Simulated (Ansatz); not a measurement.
This geometry of C$_{2}$H$_{9}$OPSi (14 atoms, charge 0, multiplicity 1) is a first-order saddle point.

Level of theory: RKS revPBE/STO-3G in Ansatz.

```xyz
14
Properties=species:S:1:pos:R:3
C -2.274 1.126 0.779
O -1.542 0.013 0.129
C -0.092 0.227 0.415
Si 0.907 -1.198 -0.397
P 2.301 -0.401 -1.959
H -2.133 1.146 1.892
H -1.977 2.132 0.380
H -3.355 0.963 0.561
H 0.245 1.225 0.027
H 0.097 0.250 1.521
H -0.034 -2.130 -1.011
H 1.609 -1.924 0.663
H 3.179 0.152 -0.982
H 3.056 -1.609 -1.987
```

**Question.** Which two structures does it join? (They come from a converged band through this point; their orientation in space is the band's.)

**Answer.** No bond is made or broken. The dihedral H9–C3–Si4–H11 goes from -62 to 172°.

Image 0:

```xyz
14
Properties=species:S:1:pos:R:3
C -2.222 1.030 1.079
O -1.472 -0.146 0.579
C -0.190 0.368 0.011
Si 0.811 -1.121 -0.650
P 2.736 -0.401 -1.540
H -1.674 1.582 1.888
H -2.466 1.767 0.269
H -3.177 0.639 1.502
H -0.383 1.106 -0.812
H 0.398 0.923 0.790
H 0.023 -1.793 -1.679
H 1.009 -2.069 0.447
H 3.326 -0.191 -0.260
H 3.268 -1.722 -1.595
```

Image 10:

```xyz
14
Properties=species:S:1:pos:R:3
C -2.093 1.324 0.522
O -1.220 0.405 -0.243
C -0.160 -0.070 0.695
Si 0.997 -1.274 -0.239
P 1.834 -0.334 -2.091
H -2.592 0.824 1.395
H -1.543 2.220 0.914
H -2.881 1.673 -0.184
H 0.425 0.794 1.109
H -0.611 -0.588 1.583
H 0.239 -2.470 -0.592
H 2.030 -1.682 0.715
H 2.726 0.491 -1.344
H 2.836 -1.343 -2.210
```

**Question.** How far does it lie above each of them?

**Answer.** 1.1 kcal/mol above the first and 1.0 kcal/mol above the second. This is the barrier of this one path; another mechanism may lie lower. Limits of this set-up: minimal basis.

The run took 2.4 min on 1 thread of Arm Neoverse V2, with other jobs on the host, peak memory 0.1 GiB.
